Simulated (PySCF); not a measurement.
C3H8AlF. Atoms are numbered in the order given.

```xyz
13

Al    -0.3760     1.0866     0.1264
F      0.6616     2.0172    -0.8001
H     -1.3517     1.8873     1.0792
C     -0.3229    -0.8672    -0.0742
C     -0.7150    -1.5941     1.2242
C      1.0017    -1.3915    -0.6520
H     -1.1196    -1.0723    -0.8207
H     -0.7974    -2.6846     1.0656
H      0.0393    -1.4445     2.0165
H     -1.6822    -1.2483     1.6256
H      1.2622    -0.9047    -1.6051
H      0.9575    -2.4807    -0.8337
H      1.8422    -1.2166     0.0416
```

Geometry optimised at B3LYP-D3(BJ)/def2-SVP. The structure was generated by enumeration; whether it is a known compound was not checked. The values are those of a single conformer.

Level of theory: B3LYP/def2-TZVP (PySCF).

Gas-phase values at a fixed geometry.

```json
{
  "total_energy": "-461.60495 hartree",
  "highest_occupied_level": "-7.30 eV",
  "lowest_empty_level": "-1.19 eV",
  "orbital_gap": "6.10 eV",
  "dipole_moment": "1.86 D",
  "quadrupole, principal values (traceless, Buckingham form, about the centre of nuclear charge)": "-7.25, -1.11, 8.36 D·Å",
  "mean_static_polarisability": "62.0 bohr³ (9.19 Å³)",
  "polarisability_principal_values": "52.8, 62.9, 70.4 bohr³"
}
```
